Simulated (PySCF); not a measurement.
# Dipole response of W²⁺ (tungsten, charge +2)

[Xe] 4f14 5d4, high-spin 5D determinant. All numbers are calculated (PySCF 2.14, scalar relativity through the core potential, in aug-cc-pVTZ-PP with ECP60MDF). Coupled (time-dependent) response in atomic units; α is the mean over directions.

| method | mean α (bohr³) | α xx, yy, zz | C₆ (like pair) | S(−4) |
| --- | --- | --- | --- | --- |
| UHF | 12.28 | 11.36, 11.36, 14.12 | 72.24 | 61.38 |
| PBE | 13.75 | 13.45, 13.45, 14.35 | 81.51 | 86.20 |
| PBE0 | 13.09 | 12.54, 12.54, 14.20 | 77.41 | 74.14 |

S(−4) is the Cauchy moment in α(ω) = α(0) + S(−4) ω² + …

Spin-orbit coupling is absent.

α(iu) at PBE:

```tsv
u (hartree)	α(iu) (bohr³)
0	13.75
0.0500	13.54
0.100	12.97
0.200	11.32
0.300	9.689
0.500	7.271
0.750	5.381
1.00	4.161
1.50	2.701
2.00	1.882
3.00	1.046
5.00	0.4457
```

For an ion, C₆ is the dispersion term alone; charge-induced terms of lower order in 1/R come first.

The components differ because the open shell of this determinant is not spherical; for a pure term their mean is the scalar polarisability.

Energies and moments cover only the electrons outside the core potential. Spin-orbit coupling, absent here, splits the open shell strongly.
